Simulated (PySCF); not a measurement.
# H₃RuN + 2 F₂ → FRuN + 3 HF

Level: PBE0 in the def2-TZVP basis family, computed in PySCF with density fitting; scalar-relativistic core potentials for atoms from Rb on, none lighter, no spin–orbit coupling; open shells unrestricted.

```tsv
species	state and structure	E (Eh)	ZPE (kJ/mol)	H(298 K) − H(0) (kJ/mol)	S° (J/(mol K))
H₃RuN	singlet, Cs, Ru–H 1.559 Å, Ru–H 1.629 Å (×2), Ru–N 1.571 Å; H–Ru–H 83.2° (×2), H–Ru–H 135.3°, H–Ru–N 95.9°, H–Ru–N 111.8° (×2)	-151.31963	64.9	11.6	262.3
F₂	singlet, D∞h, F–F 1.376 Å	-199.40856	6.6	8.7	201.9
FRuN	singlet, Cs, Ru–F 1.914 Å, Ru–N 1.548 Å; F–Ru–N 156.2°	-249.35711	12.0	12.1	275.5
HF	singlet, C∞v, H–F 0.920 Å	-100.39188	24.9	8.7	173.6
```

**Question.** What is the electronic reaction energy?

**Answer.** At PBE0/def2-TZVP, ΔE = -1039.7 kJ/mol from the differences of the total energies times 2625.5, downhill. 

**Question.** Add zero-point, thermal and entropy terms for 298.15 K and 1 bar.

**Answer.** ΔZPE = 8.6 and Δ[H(298) − H(0)] = 9.2 kJ/mol give ΔH° = -1021.9 kJ/mol. ΔS° = 130.2 J/(mol K), so ΔG° = -1021.9 − 298.15 × (0.1302) = -1061 kJ/mol.

Only the bonding shown was studied: isomers, or loss of a ligand pair, can lie lower.
